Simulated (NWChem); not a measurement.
Everything below was run with NWChem. System: Cl2Ge, charge 0, spin multiplicity 1, at a geometry optimised with B3LYP/def2-SVP. The structure started from a generated list of species. Level: G0W0@PBE0/def2-QZVP, RI basis def2-qzvp-rifit.

Job file:

```
start mol
memory heap 200 mb stack 700 mb global 1700 mb
geometry units angstroms nocenter noautoz
  Ge     0.000000     0.000000    -0.723300
  Cl    -1.708867     0.000000     0.680753
  Cl     1.708867     0.000000     0.680753
  symmetry group C2v
end
basis spherical
  * library def2-qzvp
end
basis "ri basis" bse spherical
  * library def2-qzvp-rifit
end
dft
  xc pbe0
  iterations 100
  direct
  tolerances tight
end
task dft energy
gw
  method cdgw
  states alpha occ 4 vir 2
end
task dft gw
```

Part of the output:

```
             Northwest Computational Chemistry Package (NWChem) 7.3.0
             --------------------------------------------------------

                                NWChem Input Module
                                -------------------

 Scaling coordinates for geometry "geometry" by  1.889725989
 (inverse scale =  0.529177249)

 Turning off AUTOSYM since
 SYMMETRY directive was detected!

                             Geometry "geometry" -> ""
                             -------------------------

 Output coordinates in angstroms (scale by  1.889725989 to convert to a.u.)

  No.       Tag          Charge          X              Y              Z
 ---- ---------------- ---------- -------------- -------------- --------------
    1 Ge                  32.0000     0.00000000     0.00000000    -0.72330000
    2 Cl                  17.0000    -1.70886700     0.00000000     0.68075300
    3 Cl                  17.0000     1.70886700     0.00000000     0.68075300

 Effective nuclear repulsion energy (a.u.)     305.0651408432

            Nuclear Dipole moment (a.u.)
            ----------------------------
        X                 Y               Z
 ---------------- ---------------- ----------------
     0.0000000000     0.0000000000     0.0000037795

      Symmetry information
      --------------------

 Group name             C2v
 Group number             16
 Group order               4
 No. of unique centers     2

      Symmetry unique atoms

     1    2


 Summary of "ao basis" -> "" (spherical)
 ------------------------------------------------------------------------------
       Tag                 Description            Shells   Functions and Types
 ---------------- ------------------------------  ------  ---------------------
 *                         def2-qzvp                  on all atoms

 new library libraries.bse/

 Summary of "ri basis" -> "" (spherical)
 ------------------------------------------------------------------------------
       Tag                 Description            Shells   Functions and Types
 ---------------- ------------------------------  ------  ---------------------
 *                      def2-qzvp-rifit               on all atoms

                                 NWChem DFT Module
                                 -----------------

 Summary of "ao basis" -> "ao basis" (spherical)
 ------------------------------------------------------------------------------
       Tag                 Description            Shells   Functions and Types
 ---------------- ------------------------------  ------  ---------------------
 Ge                        def2-qzvp                25       75   11s7p4d2f1g
 Cl                        def2-qzvp                22       70   9s6p4d2f1g

 Summary of "ao basis" -> "ao basis" (spherical)
 ------------------------------------------------------------------------------
       Tag                 Description            Shells   Functions and Types
 ---------------- ------------------------------  ------  ---------------------
 Ge                        def2-qzvp                25       75   11s7p4d2f1g
 Cl                        def2-qzvp                22       70   9s6p4d2f1g

      Symmetry analysis of basis
      --------------------------

        a1         79
        a2         32
        b1         63
        b2         41

            General Information
            -------------------
          SCF calculation type: DFT
          Wavefunction type:  closed shell.
          No. of atoms     :     3
          No. of electrons :    66
           Alpha electrons :    33
            Beta electrons :    33
          Charge           :     0
          Spin multiplicity:     1
          Use of symmetry is: on ; symmetry adaption is: on
          Maximum number of iterations: 100
          This is a Direct SCF calculation.
          AO basis - number of functions:   215
                     number of shells:    69
          Convergence on energy requested:  1.00D-06
          Convergence on density requested:  1.00D-05
          Convergence on gradient requested:  5.00D-04

              XC Information
              --------------
                         PBE0 Method XC Functional
                     Hartree-Fock (Exact) Exchange  0.250
          PerdewBurkeErnzerhof Exchange Functional  0.750
            Perdew 1991 LDA Correlation Functional  1.000 local
           PerdewBurkeErnz. Correlation Functional  1.000 non-local

             Grid Information
             ----------------
          Grid used for XC integration:  medium
          Radial quadrature: Mura-Knowles
          Angular quadrature: Lebedev.
          Tag              B.-S. Rad. Rad. Pts. Rad. Cut. Ang. Pts.
          ---              ---------- --------- --------- ---------
          Ge                  1.25      112           9.0       590
          Cl                  1.00       88          11.0       590
          Grid pruning is: on
          Number of quadrature shells:   200
          Spatial weights used:  Erf1

          Convergence Information
          -----------------------
          Convergence aids based upon iterative change in
          total energy or number of iterations.
          Levelshifting, if invoked, occurs when the
          HOMO/LUMO gap drops below (HL_TOL):  1.00D-02
          DIIS, if invoked, will attempt to extrapolate
          using up to (NFOCK): 10 stored Fock matrices.

                    Damping( 0%)  Levelshifting(0.5)       DIIS
                  --------------- ------------------- ---------------
          dE  on:    start            ASAP                start
[...]
      Symmetry analysis of molecular orbitals - initial
      -------------------------------------------------

  Numbering of irreducible representations:

     1 a1          2 a2          3 b1          4 b2

  Orbital symmetries:

     1 a1          2 a1          3 b1          4 a1          5 b1
     6 a1          7 b2          8 a1          9 b1         10 a1
    11 b1         12 a1         13 b2         14 b1         15 a2
    16 a1         17 b1         18 a1         19 b2         20 b1
    21 a1         22 a1         23 a2         24 b2         25 a1
    26 b1         27 a1         28 b1         29 a1         30 b2
    31 a2         32 b1         33 a1         34 b2         35 a1
    36 b1         37 a1         38 b1         39 b2         40 a1
    41 b1         42 a1         43 a1

   convergence    iter        energy       DeltaE   RMS-Dens  Diis-err    time
 ---------------- ----- ----------------- --------- --------- ---------  ------
 d= 0,ls=0.0,diis     1  -2996.9494100864 -3.30D+03  4.72D-03  6.36D+00    15.7
 d= 0,ls=0.0,diis     2  -2996.8876271565  6.18D-02  4.99D-03  9.44D-01    26.9
 d= 0,ls=0.0,diis     3  -2996.8809890581  6.64D-03  2.40D-03  1.18D+00    37.9
 d= 0,ls=0.0,diis     4  -2997.0255721076 -1.45D-01  3.62D-04  1.90D-02    48.7
 d= 0,ls=0.0,diis     5  -2997.0271781685 -1.61D-03  8.48D-05  1.45D-03    59.4
 d= 0,ls=0.0,diis     6  -2997.0272240102 -4.58D-05  2.31D-05  7.64D-05    70.1
 d= 0,ls=0.0,diis     7  -2997.0272313666 -7.36D-06  3.48D-06  1.09D-06    80.8
 d= 0,ls=0.0,diis     8  -2997.0272314759 -1.09D-07  8.47D-07  2.02D-07    91.6

         Total DFT energy =    -2997.027231475912
      One electron energy =    -4774.142884098436
           Coulomb energy =     1607.043176327347
    Exchange-Corr. energy =     -134.992664547978
 Nuclear repulsion energy =      305.065140843155

 Numeric. integr. density =       66.000000502355

     Total iterative time =     87.0s

                  Occupations of the irreducible representations
                  ----------------------------------------------

                     irrep           alpha         beta
                     --------     --------     --------
                     a1               15.0         15.0
                     a2                3.0          3.0
                     b1               10.0         10.0
                     b2                5.0          5.0

                       DFT Final Molecular Orbital Analysis
                       ------------------------------------

 Vector   31  Occ=2.000000D+00  E=-3.436306D-01  Symmetry=a2
              MO Center= -4.0D-14,  2.0D-15,  6.4D-01, r^2= 4.0D+00
   Bfn.  Coefficient  Atom+Function         Bfn.  Coefficient  Atom+Function
  ----- ------------  ---------------      ----- ------------  ---------------
    98      0.304617  2 Cl py               168     -0.304617  3 Cl py
    95      0.280460  2 Cl py               165     -0.280460  3 Cl py
    86     -0.195195  2 Cl py               156      0.195195  3 Cl py
   101      0.131043  2 Cl py               171     -0.131043  3 Cl py
    92      0.106220  2 Cl py               162     -0.106220  3 Cl py

 Vector   32  Occ=2.000000D+00  E=-3.312797D-01  Symmetry=b1
              MO Center= -3.6D-14,  7.6D-16,  6.3D-01, r^2= 4.2D+00
   Bfn.  Coefficient  Atom+Function         Bfn.  Coefficient  Atom+Function
  ----- ------------  ---------------      ----- ------------  ---------------
    97      0.260969  2 Cl px               167      0.260969  3 Cl px
    94      0.236171  2 Cl px               164      0.236171  3 Cl px
    99      0.177162  2 Cl pz               169     -0.177162  3 Cl pz
    96      0.166332  2 Cl pz               166     -0.166332  3 Cl pz
    85     -0.164157  2 Cl px               155     -0.164157  3 Cl px

 Vector   33  Occ=2.000000D+00  E=-3.015600D-01  Symmetry=a1
              MO Center=  9.0D-15,  2.9D-15, -2.2D-01, r^2= 4.1D+00
   Bfn.  Coefficient  Atom+Function         Bfn.  Coefficient  Atom+Function
  ----- ------------  ---------------      ----- ------------  ---------------
    10      0.381502  1 Ge s                 11      0.283311  1 Ge s
    99      0.239409  2 Cl pz               169      0.239409  3 Cl pz
    96      0.214547  2 Cl pz               166      0.214547  3 Cl pz
    29     -0.212274  1 Ge pz                 9      0.179642  1 Ge s
     7     -0.162940  1 Ge s                  8     -0.159062  1 Ge s

 Vector   34  Occ=0.000000D+00  E=-1.178973D-01  Symmetry=b2
              MO Center=  1.4D-14, -5.1D-16, -5.9D-01, r^2= 3.3D+00
   Bfn.  Coefficient  Atom+Function         Bfn.  Coefficient  Atom+Function
  ----- ------------  ---------------      ----- ------------  ---------------
    28      0.530088  1 Ge py                31      0.392331  1 Ge py
    25      0.270764  1 Ge py                19     -0.191609  1 Ge py
   101     -0.146276  2 Cl py               171     -0.146276  3 Cl py
    95     -0.132000  2 Cl py               165     -0.132000  3 Cl py
    98     -0.121697  2 Cl py               168     -0.121697  3 Cl py

 Vector   35  Occ=0.000000D+00  E=-2.147349D-02  Symmetry=a1
              MO Center= -5.7D-14, -2.0D-16, -4.8D-01, r^2= 5.1D+00
   Bfn.  Coefficient  Atom+Function         Bfn.  Coefficient  Atom+Function
  ----- ------------  ---------------      ----- ------------  ---------------
    32      0.710964  1 Ge pz                10      0.582862  1 Ge s
    29      0.462272  1 Ge pz                84     -0.404534  2 Cl s
   154     -0.404534  3 Cl s                100     -0.312366  2 Cl px
   170      0.312366  3 Cl px                11      0.226116  1 Ge s
    26      0.211639  1 Ge pz                97     -0.163420  2 Cl px

 Vector   36  Occ=0.000000D+00  E=-1.959965D-02  Symmetry=b1
              MO Center= -8.6D-14, -1.6D-15, -7.1D-01, r^2= 5.0D+00
   Bfn.  Coefficient  Atom+Function         Bfn.  Coefficient  Atom+Function
  ----- ------------  ---------------      ----- ------------  ---------------
    30      0.860700  1 Ge px                27      0.619685  1 Ge px
    84      0.557259  2 Cl s                154     -0.557259  3 Cl s
   102     -0.273822  2 Cl pz               172      0.273822  3 Cl pz
    24      0.201079  1 Ge px                99     -0.179035  2 Cl pz
   169      0.179035  3 Cl pz                18     -0.157256  1 Ge px

 center of mass
 --------------
 x =   0.00000000 y =   0.00000000 z =  -0.07694239

 moments of inertia (a.u.)
 ------------------
         252.994041883176           0.000000000000           0.000000000000
           0.000000000000         982.326503277895           0.000000000000
           0.000000000000           0.000000000000         729.332461394719

     Multipole analysis of the density
     ---------------------------------

     L   x y z        total         alpha         beta         nuclear
     -   - - -        -----         -----         ----         -------
     0   0 0 0     -0.000000    -33.000000    -33.000000     66.000000

     1   1 0 0     -0.000000     -0.000000     -0.000000      0.000000
     1   0 1 0     -0.000000     -0.000000     -0.000000      0.000000
     1   0 0 1     -0.838016     -0.419010     -0.419010      0.000004

     2   2 0 0    -34.463829   -194.513293   -194.513293    354.562756
     2   1 1 0     -0.000000     -0.000000     -0.000000      0.000000
     2   1 0 1     -0.000000     -0.000000     -0.000000      0.000000
     2   0 2 0    -29.780532    -14.890266    -14.890266      0.000000
     2   0 1 1      0.000000      0.000000      0.000000      0.000000
     2   0 0 2    -31.273541    -73.662371    -73.662371    116.051200

 Task  times  cpu:       91.7s     wall:       91.7s

                                NWChem Input Module
                                -------------------

                                 NWChem GW Module
                                 ----------------

                             ***********************
                             ***        GW       ***
                             ***********************

 Summary of "ri basis" -> "ri basis" (spherical)
 ------------------------------------------------------------------------------
       Tag                 Description            Shells   Functions and Types
 ---------------- ------------------------------  ------  ---------------------
 Ge                     def2-qzvp-rifit             58      298   13s12p11d9f7g5h1i
 Cl                     def2-qzvp-rifit             41      167   12s10p9d6f3g1h

                 Memory Information
                 ------------------
          Available GA per process is          1699.6 MBs
          Available stack per process is        700.0 MBs
          Available heap per process is           0.0 MBs

          Peak memory in Initialization
              Peak GA per process is                 39.6 MBs
              Peak stack per process is               0.5 MBs
              Peak heap per process is               41.3 MBs
              Memory not in MA per process            0.0 MBs

          Peak memory in CDGW Calculation
              Peak GA per process is                 46.1 MBs
              Peak stack per process is               6.1 MBs
              Peak heap per process is                5.8 MBs
              Memory not in MA per process            0.0 MBs

          Computing 2-center integrals
          Computing Inverse Cholesky factor
          Computing 3-center integrals
          Computing Vxc

          Computing Sigma_x
          Computing W(iw) on the imaginary grid
          Solving quasiparticle equations

                  Alpha Orbitals
          State     Energy (eV)     Error (eV)
          -----------------------------------
@GW        30        -12.012           0.005
@GW        31        -11.402           0.005
@GW        32        -11.153           0.002
@GW        33        -10.303           0.002
@GW        34         -1.392           0.005
@GW        35          1.211           0.004

     GW Timing Statistics
   ------------------------
   Init.   :          0.4s
     ERIs  :          7.7s
     Distr.:          0.1s
     Vxc   :          9.4s
   Vmo     :          0.0s
   iW      :         12.8s
   I_n     :          0.0s
   R_n     :          1.3s
   GW total:         31.7s

 Task  times  cpu:       31.7s     wall:       31.7s

 Total times  cpu:      123.4s     wall:      123.4s
```
